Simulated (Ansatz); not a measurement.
Start from `[OH][Y]([OH])[OH]` and change one atom or group to get `[OH][Y]([OH])[F]`.

Ansatz, PBE0-D4/def2-TZVP geometries, multiplicity 1. Each molecule was computed in one conformer, which needn't be the lowest.

Elements past krypton have def2 core potentials.

```json
{"property": "LUMO energy (B3LYP/def2-TZVPP) / eV", "`[OH][Y]([OH])[OH]`": "-1.69"}
{"property": "HOMO energy (PBE/def2-TZVPP) / eV", "`[OH][Y]([OH])[OH]`": "-6.27"}
{"property": "HOMO–LUMO gap (PBE0/def2-TZVPP) / eV", "`[OH][Y]([OH])[OH]`": "6.59"}
{"property": "HOMO–LUMO gap (B3LYP/def2-TZVPP) / eV", "`[OH][Y]([OH])[OH]`": "5.98"}
{"property": "HOMO–LUMO gap (ωB97M-V/def2-TZVPP) / eV", "`[OH][Y]([OH])[OH]`": "10.27"}
{"property": "size of the dipole moment (ωB97M-V/def2-TZVPP) / D", "`[OH][Y]([OH])[OH]`": "0.00"}
```

**Question.** Give the same properties after the change, and the shifts. (Estimate.)

**Answer.** Computed: 
```json
{"property": "LUMO energy (B3LYP/def2-TZVPP) / eV", "`[OH][Y]([OH])[F]`": "-2.02", "shift": "-0.33"}
{"property": "HOMO energy (PBE/def2-TZVPP) / eV", "`[OH][Y]([OH])[F]`": "-6.77", "shift": "-0.50"}
{"property": "HOMO–LUMO gap (PBE0/def2-TZVPP) / eV", "`[OH][Y]([OH])[F]`": "6.79", "shift": "0.20"}
{"property": "HOMO–LUMO gap (B3LYP/def2-TZVPP) / eV", "`[OH][Y]([OH])[F]`": "6.16", "shift": "0.18"}
{"property": "HOMO–LUMO gap (ωB97M-V/def2-TZVPP) / eV", "`[OH][Y]([OH])[F]`": "10.52", "shift": "0.25"}
{"property": "size of the dipole moment (ωB97M-V/def2-TZVPP) / D", "`[OH][Y]([OH])[F]`": "2.42", "shift": "2.42"}
```

With PBE0 the HOMO falls by 0.52 eV and the LUMO falls by 0.32 eV, so the gap widens by about 0.20 eV. PBE moves the HOMO by -0.50 eV and ωB97M-V by -0.53 eV. The zero-point energy changes by -28.1 kJ/mol with -3 modes.

B3LYP here is the variant with VWN-RPA as its local correlation; programs differ in this.
